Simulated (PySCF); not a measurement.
Cartesian coordinates (Å):
```xyz
5

Nb    -0.0123     0.0263    -0.0068
O      1.4909    -0.7449     0.1829
Cl    -1.1765    -1.1208    -1.6216
Cl     0.3970     2.1936    -0.6513
Cl    -1.0890    -0.0501     2.0217
```
Charge 0, spin multiplicity 1.

Q: Predict the HOMO–LUMO gap, charge on the central atom (Mulliken), total energy, dipole moment and HOMO from TPSSh-D3(BJ)/def2-TZVP // TPSS-D3(BJ)/def2-SVP in PySCF 2.14.0.

A: 
The HOMO–LUMO gap is 5.20 eV, the charge on the central atom (Mulliken) comes out as 1.50 e and the total energy is -1513.2003 Ha. The dipole moment is 1.14 D and the HOMO is -9.07 eV.
